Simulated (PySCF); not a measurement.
## Dipole moment and polarisability of `C=C[C@@H]1[GeH2][CH2][C@@H]1CC`

C7H14Ge.
Structure used (PBE0-D3(BJ)/def2-SVP), in Å, numbered top down from 1:
```xyz
22
C7H14Ge angstrom
C     -1.8660    1.7029   -2.1709
C     -1.1694    1.3467   -1.0869
C     -1.3585    0.0957   -0.3100
Ge    -1.5573    0.4601    1.6459
C      0.3404   -0.0266    1.4210
C     -0.0417   -0.6664    0.0610
C      1.0403   -0.6957   -1.0100
C      2.2388   -1.5493   -0.6286
H     -2.6452    1.0566   -2.5881
H     -1.6875    2.6560   -2.6748
H     -0.3993    2.0401   -0.7203
H     -2.1167   -0.5421   -0.7878
H     -1.9330    1.8858    2.0930
H     -2.4007   -0.5847    2.4027
H      0.9556    0.8787    1.2869
H      0.8396   -0.6835    2.1458
H     -0.3406   -1.7107    0.2671
H      1.3684    0.3372   -1.2191
H      0.5963   -1.0630   -1.9516
H      3.0031   -1.5504   -1.4204
H      1.9435   -2.5960   -0.4497
H      2.7164   -1.1802    0.2929
```

Level: B3LYP/def2-SVPD (PySCF), static field, nuclei fixed, core orbitals frozen in the response. The polarisability tensor in these axes (au):

```
x   117.62 -14.20  -1.74
y   -14.20 107.35  -7.74
z    -1.74  -7.74 131.19
```

Q: What are the eigenvalues, a third of the trace, and Δα (Δα² = ½Σ(αi − αj)² over the three pairs)?

A: Principal values 95.85, 126.25 and 134.06 au; mean 118.72 au = 17.59 Å³ = 19.57 × 10⁻⁴⁰ C²·m²/J; Δα = 34.96 au (29 % of the mean).

Q: What is the dipole moment, and where does it point?

A: (0.41, -0.42, 0.21) D, 0.63 D in size, pointing from the negative to the positive side. Measured along this direction, the outermost atoms are H10 at the negative end and H21 at the positive end.

Q: Refractivity n − 1 of an ideal gas of it at 500 K and 1 atm, from the electronic α?

A: N = p/kT = 1.4678 × 10¹⁹ cm⁻³, so n − 1 = 2π × N × 17.59 × 10⁻²⁴ cm³ = 1622 × 10⁻⁶ at long wavelengths, for an ideal gas.

Q: Directions of the eigenvectors, and the extent of the frame along each?

A: Largest value along (0.24, -0.38, 0.89), where the nuclei span 6.18 Å; middle along (0.80, -0.44, -0.40), 6.89 Å; least along (0.55, 0.81, 0.20), 3.26 Å. The strongest response doesn't lie along the longest of the three spans.

Q: Estimate the molar refractivity from the static electronic polarisability.

A: Lorentz–Lorenz: R = (4π/3)N_A α = 2.5225 cm³/(mol·Å³) × 17.59 Å³ = 44.4 cm³/mol, in the limit of long wavelengths.

The structure is a single PBE0-D3(BJ)/def2-SVP conformer in the gas phase; no vibrational or solvent corrections. The calculation is non-relativistic, for germanium too.
